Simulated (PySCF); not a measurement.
Structure revision by computed shifts

A compound C$_{4}$H$_{10}$BBr gives the data below (simulated from a calculation) and was assigned the structure `CB(C)CCBr`.

13C{1H} NMR (computed): δ 29.3 (C), 28.7 (CH3, 3C).

1H NMR (400 MHz, computed): δ 7.73 (br, 1H), 1.09 (s, 9H).

[PySCF: coordinates at the PBE0-D3(BJ)/def2-SVP level; shielding tensors at PBE0/pcSseg-1 (GIAO); J couplings at B3LYP/pcJ-1 (pcSseg-1 on Br) (spin–dipole term only in couplings to heteroatoms); non-relativistic; single conformer; one averaged value for each set of equivalent atoms; in vacuum]

Chemical shifts δ = σref − σ; 1H (σ = 31.27 ppm), 13C (σ = 184.41 ppm) vs TMS, all at this level.

(1) Compare with the shifts computed for the proposed structure, pairing carbons in order of shift.

(2) Which isomer fits?

Results:

(1) Atom-mapped SMILES (the numbers label the heavy atoms): `[CH3:1][B:2]([CH3:3])[CH2:4][CH2:5][Br:6]`; H(Xn) means a hydrogen on atom n.

| atom | computed for proposal | given list | difference |
| --- | --- | --- | --- |
| C5 | 41.6 | 29.3 | +12.3 |
| C4 | 41.3 | 28.7 | +12.6 |
| C1 | 14.1 | 28.7 | -14.6 |
| C3 | 14.1 | 28.7 | -14.6 |

The rms difference is 13.6 ppm and the largest -14.6 ppm at C1 (methyl carbon bonded to B). The proposal also would give 3 carbon signals, not 2. The carbon types in order of shift don't match either: CH2, CH2, CH3, CH3 for the proposal against C, CH3, CH3, CH3 in the data. The proposal doesn't fit.

(2) SMILES CC(C)(C)BBr.

δC 29.3: fully substituted sp3 carbon bonded to B. δC 28.7: methyl carbon; aliphatic region, no heteroatom directly attached. δH 7.73: hydrogen on a boron bonded to C, Br. δH 1.09: hydrogen on a methyl carbon.

The data come from this structure; uniqueness wasn't tested.

Relativistic effects, spin–orbit coupling among them, are left out; they matter for Br and for the light atoms bonded to it. Hydrogens on boron are broadened and split by 11B (spin 3/2, 80 %) and 10B (spin 3). A carbon bonded to boron is broadened by the quadrupolar boron nucleus and is often missing from a measured spectrum. Shifts are as computed. Against solution values, carbons near 30 ppm lie about +2 ppm off and those near 130 ppm about +5 ppm. Of 1211 compounds with measured shifts, 218 miss one by over three times the rms of a fit or turn the order of signals round; such compounds aren't used in these exercises.
